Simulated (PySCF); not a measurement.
BiFH6Si2.
Cartesian coordinates in Å at the PBE0-D3(BJ)/def2-SVP level; atoms count from 1:
```
atom  x, y, z in Å
F1    -2.3053    0.4640   -1.0440
Si2   -1.7879   -0.3205    0.2913
Bi3   -0.0687    1.2616    1.5624
Si4    1.8547    0.3462   -0.0465
H5    -1.1849   -1.6127   -0.1503
H6    -2.9813   -0.5951    1.1470
H7     0.2383   -0.1214    2.6737
H8     1.7416    1.0357   -1.3678
H9     3.1911    0.6580    0.5470
H10    1.7439   -1.1295   -0.2551
```

Theory: PBE0-D3(BJ)/def2-SVP geometry optimisation, gas phase, def2 core potentials past Kr in PySCF.

Masses are those of the commonest isotopes; rigid-rotor values at the optimised geometry. The values belong to one conformer with, in the numbering `[F:1][SiH2:2][BiH:3][SiH3:4]`, F1–Si2–Bi3–Si4 -84°.

Give the principal moments of inertia and the rotational constants in MHz.

Ia = 233.62, Ib = 396.73, Ic = 567.08 u·Å²; 505379 MHz·u·Å²/I gives A = 2163, B = 1274, C = 891.2 MHz.

What kind of rotor is it?

An asymmetric top; Ray's κ = -0.398.

Is it planar, by Δ = Ic − Ia − Ib?

Not planar: Δ = Ic − Ia − Ib = -63.27 u·Å². For a rigid frame Δ = −2 Σ m c², so Σ m c² = 31.63 u·Å² lies off the ab plane: 9.81 from hydrogen and 21.83 from heavier atoms. The atom farthest from that plane is 1.73 Å away.

Give the other two planar moments, Paa and Pbb, and the rms extents of the mass along the axes.

Paa = Σ m a² = (Ib + Ic − Ia)/2 = 365.10 and Pbb = Σ m b² = (Ia + Ic − Ib)/2 = 201.98 u·Å². With the mass M = 289.98 u, the rms extents √(P/M) along a, b and c are 1.12, 0.83, 0.33 Å.

Where do the levels up to J = 5 lie, in K?

Above 0(0,0), as E/k:
J = 1: 1(0,1) 0.104, 1(1,1) 0.147, 1(1,0) 0.165
J = 2: 2(0,2) 0.307, 2(1,2) 0.336, 2(1,1) 0.391, 2(2,1) 0.519, 2(2,0) 0.524
J = 3: 3(0,3) 0.601, 3(1,3) 0.618, 3(1,2) 0.727, 3(2,2) 0.831, 3(2,1) 0.853, 3(3,1) 1.093, 3(3,0) 1.094
J = 4: 4(0,4) 0.981, 4(1,4) 0.989, 4(1,3) 1.167, 4(2,3) 1.243, 4(2,2) 1.300, 4(3,2) 1.516, 4(3,1) 1.522, 4(4,1) 1.873, 4(4,0) 1.873
J = 5: 5(0,5) 1.445, 5(1,5) 1.448, 5(1,4) 1.704, 5(2,4) 1.752, 5(2,3) 1.864, 5(3,3) 2.045, 5(3,2) 2.065, 5(4,2) 2.403, 5(4,1) 2.404, 5(5,1) 2.860, 5(5,0) 2.860

Which lines would a microwave search look for?

The dipole components are |μa| = 1.10 D, |μb| = 0.68 D, |μc| = 0.55 D. Intensities carry the squares of the components, which stand as 1.00 : 0.38 : 0.25 (a : b : c). Some lines, for components of 0.1 D or more:

| type | branch | J(Ka,Kc) | MHz | lower level (cm⁻¹) |
| --- | --- | --- | --- | --- |
| c | Q | 2(1,2) ← 2(0,2) | 606 | 0.213 |
| c | Q | 4(2,3) ← 4(1,3) | 1577 | 0.811 |
| b | R | 1(1,1) ← 0(0,0) | 3054 | 0.000 |
| b | R | 2(0,2) ← 1(1,1) | 3341 | 0.102 |
| b | Q | 4(1,3) ← 4(0,4) | 3872 | 0.682 |
| b | R | 5(3,2) ← 4(4,1) | 4012 | 1.302 |
| b | Q | 5(1,4) ← 5(0,5) | 5392 | 1.004 |
| b | Q | 5(2,4) ← 5(1,5) | 6328 | 1.006 |
| b | Q | 4(4,1) ← 4(3,2) | 7430 | 1.054 |
| a | R | 4(3,2) ← 3(3,1) | 8818 | 0.760 |
| a | R | 4(3,1) ← 3(3,0) | 8914 | 0.760 |
| a | R | 4(2,2) ← 3(2,1) | 9324 | 0.593 |
| c | R | 3(2,2) ← 2(1,2) | 10311 | 0.234 |
| a | R | 5(3,3) ← 4(3,2) | 11029 | 1.054 |
| c | R | 4(3,2) ← 3(2,2) | 14278 | 0.578 |
| c | R | 5(2,3) ← 4(1,3) | 14531 | 0.811 |
| c | R | 5(2,4) ← 4(1,4) | 15897 | 0.687 |
| c | R | 4(4,0) ← 3(3,0) | 16234 | 0.760 |
| c | R | 4(4,1) ← 3(3,1) | 16248 | 0.760 |
| b | R | 5(2,3) ← 4(1,4) | 18245 | 0.687 |
| c | R | 5(5,0) ← 4(4,0) | 20567 | 1.302 |

Estimate the classical rotational partition function at 10 K, 50 K and 298.15 K.

Point group C1, symmetry number σ = 1; q = (√π/σ)·√((kT/h)³/(ABC)), k/h = 20836.6 MHz/K: 3400 at 10 K, 38000 at 50 K, 554000 at 298.15 K.

No frequency check. These are rigid-rotor constants of the computed structure; measured ground-state constants (B0) also hold zero-point vibration. A rigid rotor knows nothing of internal rotation, which can split or shift real lines.
